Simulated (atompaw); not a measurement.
Scattering properties, PAW (atompaw) potential for Co (Z = 27)

```json
{
 "Element": "Co",
 "Generator": "atompaw 4.2.0.5",
 "Type": "PAW",
 "Functional": "LDA (PW92)",
 "Relativity": "scalar-relativistic",
 "Frozen core": "[Ne] 3s2",
 "Valence charge": "15",
 "Reference configuration": "3p6 3d7 4s1.75 4p0 (charge +0.25)",
 "Partial waves": "4s (bound): rc 1.80 bohr; 4s channel at 0.35 Ry: rc 1.80 bohr; 3p (bound): rc 1.05 bohr; 4p (bound, empty): rc 1.80 bohr; 3d (bound): rc 1.80 bohr; 3d channel at 2.1 Ry: rc 1.80 bohr",
 "Local potential": "troulliermartins scheme with l = 3 at 0.5 Ry, radius 1.55 bohr",
 "Core correction": "smooth core density matched at 1.20 bohr",
 "Augmentation charge": "sinc compensation charge, radius 1.50 bohr; PAW radius 1.80 bohr; waves and projectors: custom rrkj vanderbiltortho"
}
```

The phase is arctan(r·u′/u) with u = r·R(r), unwrapped; energies in Ry, scanned from -7 to 5 Ry. A pole is an energy at which the radial function vanishes at the test radius. The pseudo phase is shifted by a multiple of π to meet the all-electron one at the reference energy, and phase errors are pseudo minus all-electron; the curves can meet again beyond the range given. Levels narrower than the energy grid can be missing from the lists of poles.

```csv
channel,radius (bohr),reference energy (Ry),"poles, all-electron","poles, pseudo",unbroken range about the reference energy with phases within 0.05 rad,phase error 1 Ry above the reference energy (rad)
s,1.80,-0.55,none,-6.36,above -6.0,-0.000
p,1.80,-0.21,-4.76,"-4.76, 4.93",below 1.3,-0.012
d,1.80,-0.77,-0.23,-0.23,the whole range,-0.001
```

Note: ghost state, extra bound levels that the all-electron valence spectrum of the same l lacks: s at -87.5 eV. A true bound ghost makes a file unfit for plane-wave use.

Phases in the s channel:

| E (Ry) | all-electron | pseudo |
| --- | --- | --- |
| -7.00 | 1.409 | 4.418 |
| -6.76 | 1.388 | 4.354 |
| -6.52 | 1.373 | 3.540 |
| -6.28 | 1.361 | 1.484 |
| -6.04 | 1.351 | 1.396 |
| -5.80 | 1.341 | 1.365 |
| -5.56 | 1.331 | 1.346 |
| -5.32 | 1.322 | 1.332 |
| -5.08 | 1.313 | 1.319 |
| -4.84 | 1.303 | 1.308 |
| -4.60 | 1.293 | 1.296 |
| -4.36 | 1.282 | 1.285 |
| -4.12 | 1.271 | 1.272 |
| -3.88 | 1.258 | 1.260 |
| -3.64 | 1.245 | 1.246 |
| -3.40 | 1.230 | 1.231 |
| -3.16 | 1.214 | 1.214 |
| -2.92 | 1.195 | 1.196 |
| -2.68 | 1.174 | 1.175 |
| -2.44 | 1.151 | 1.151 |
| -2.20 | 1.124 | 1.124 |
| -1.96 | 1.092 | 1.093 |
| -1.72 | 1.055 | 1.056 |
| -1.48 | 1.011 | 1.011 |
| -1.24 | 0.958 | 0.958 |
| -1.00 | 0.893 | 0.893 |
| -0.76 | 0.811 | 0.811 |
| -0.52 | 0.708 | 0.708 |
| -0.28 | 0.576 | 0.575 |
| -0.04 | 0.408 | 0.408 |
| 0.20 | 0.201 | 0.201 |
| 0.44 | -0.038 | -0.038 |
| 0.68 | -0.286 | -0.286 |
| 0.92 | -0.516 | -0.516 |
| 1.16 | -0.710 | -0.710 |
| 1.40 | -0.865 | -0.865 |
| 1.64 | -0.986 | -0.986 |
| 1.88 | -1.082 | -1.082 |
| 2.12 | -1.158 | -1.158 |
| 2.36 | -1.219 | -1.219 |
| 2.60 | -1.269 | -1.269 |
| 2.84 | -1.311 | -1.311 |
| 3.08 | -1.346 | -1.347 |
| 3.32 | -1.377 | -1.377 |
| 3.56 | -1.403 | -1.403 |
| 3.80 | -1.426 | -1.427 |
| 4.04 | -1.446 | -1.447 |
| 4.28 | -1.465 | -1.466 |
| 4.52 | -1.481 | -1.482 |
| 4.76 | -1.496 | -1.498 |
| 5.00 | -1.510 | -1.512 |
